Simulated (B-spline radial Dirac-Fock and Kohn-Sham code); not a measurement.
## Core-level shifts of selenium with charge state

These are calculated numbers from a radial atomic solver; the model is Dirac-Fock energy differences between relaxed states, corrected for Breit and QED terms. Each ion is free and in its tabulated ground configuration. Correlation and solid-state effects are left out.

Reference: Se²⁶⁺, [He] 2s2 2p4, with K (1s) 14198.1 eV. Shifts from it, in eV (a dash: the subshell is empty, belongs to an open shell averaged over j, or its hole state is left out as unreliable):

```
  ion  configuration   K (1s)
Se²⁷⁺   [He] 2s2 2p3   +194.0
Se²⁸⁺   [He] 2s2 2p2   +392.3
Se²⁹⁺   [He] 2s2 2p1   +595.0
Se³⁰⁺       [He] 2s2        ?
Se³¹⁺       [He] 2s1        –
Se³²⁺            1s2  +1167.7
Se³³⁺            1s1  +1770.1
```

Problem. Give the missing shifts for Se³⁰⁺.

Solution. K (1s) +802.0 (eV).
